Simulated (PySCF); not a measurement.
F3HOTi, multiplicity 1. Atoms are numbered in the order given.

```xyz
6

Ti     0.0000     0.0000    -0.0087
F     -1.4132     0.8159    -0.6027
F      0.0000    -1.6318    -0.6027
F      1.4132     0.8159    -0.6027
O      0.0000     0.0000     1.7227
H      0.0000     0.0000     2.6823
```
Charge 0, spin multiplicity 1.

Geometry optimised at PBE0-D3(BJ)/def2-SVP. A frequency run showed that this geometry is not a minimum. The spin state was assumed, not searched. Other conformers were not sampled.

Level of theory: PySCF with HF/def2-TZVP.

Symmetry labels are those of the subgroup Cs that the program uses (full group C3v).

Computed valence orbital energies around the gap with their symmetry:
| orbital | symmetry | energy (eV) |
|---|---|---|
| HOMO−7 | A' | -18.54 |
| HOMO−6 | A" | -18.54 |
| HOMO−5 | A' | -18.06 |
| HOMO−4 | A" | -17.69 |
| HOMO−3 | A' | -17.69 |
| HOMO−2 | A" | -17.35 |
| HOMO−1 | A' | -15.21 |
| HOMO | A" | -15.21 |
| LUMO | A' | 1.71 |
| LUMO+1 | A' | 2.38 |
| LUMO+2 | A" | 2.38 |
| LUMO+3 | A' | 2.62 |
